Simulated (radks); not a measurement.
Values are calculated unless marked as measured or tabulated.
Initial-state core-level shifts of the promethium ion Pm3+ when its valence configuration changes from [Xe] 4f4. Code: a radial shooting solver on a logarithmic mesh with Libxc functionals. Model: scalar-relativistic Kohn-Sham, PBE, spin-polarised, spherical densities, finite nucleus; open shells are filled with parallel spins first (spin-orbit coupling, left out, can overturn this in heavy ions); Fermi nuclear charge, rms radius 4.962 fm. Shifts are changes of the shell-averaged eigenvalues in eV (positive: less bound); the change of the density at the nucleus, which sets a Mossbauer isomer shift, is in e/bohr^3, on a base of 5.138e+05.

[
 {"valence": "4f2 6p2", "2s": "-27.277", "4p": "-26.911", "4d": "-25.979", "5s": "-15.686", "density at nucleus": "+76.80"},
 {"valence": "4f2 5d1 6p1", "2s": "-22.622", "4p": "-22.479", "4d": "-21.554", "5s": "-11.730", "density at nucleus": "+68.34"},
 {"valence": "4f3 6p1", "2s": "-12.999", "4p": "-12.966", "4d": "-12.541", "5s": "-7.794", "density at nucleus": "+35.52"},
 {"valence": "4f2 5d2", "2s": "-18.028", "4p": "-18.065", "4d": "-17.143", "5s": "-7.688", "density at nucleus": "+61.26"},
 {"valence": "4f3 5d1", "2s": "-8.598", "4p": "-8.721", "4d": "-8.292", "5s": "-3.847", "density at nucleus": "+28.75"},
 {"valence": "4f2.5 6p1.5", "2s": "-19.992", "4p": "-19.834", "4d": "-19.164", "5s": "-11.735", "density at nucleus": "+55.51"},
 {"valence": "5d1 6p3", "2s": "-53.967", "4p": "-52.201", "4d": "-50.111", "5s": "-27.641", "density at nucleus": "+162.11"},
 {"valence": "4f3.5 6s0.5", "2s": "-5.790", "4p": "-5.806", "4d": "-5.606", "5s": "-3.357", "density at nucleus": "+39.82"},
 {"valence": "4f2 5d0.5 6p1.5", "2s": "-24.945", "4p": "-24.696", "4d": "-23.768", "5s": "-13.723", "density at nucleus": "+72.39"}
]
